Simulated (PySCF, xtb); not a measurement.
B(Me)(OH)(SeH) (CH5BOSe), SMILES CB(O)[SeH].

xtb with GFN2-xTB at its own geometry gives an orbital gap of 4.65 eV and a dipole moment of 4.45 D.

Geometry optimised at B3LYP-D3(BJ)/def2-SVP. This is a generated structure with no PubChem entry under its InChIKey; it may be hypothetical. Other conformers were not sampled.

Task: What does PBE/def2-TZVP (PySCF) give? (An estimate is asked for; the answer gives what the named calculation found.)

Result: gap 5.13 eV (levels -5.88 and -0.75 eV), dipole 2.24 D.
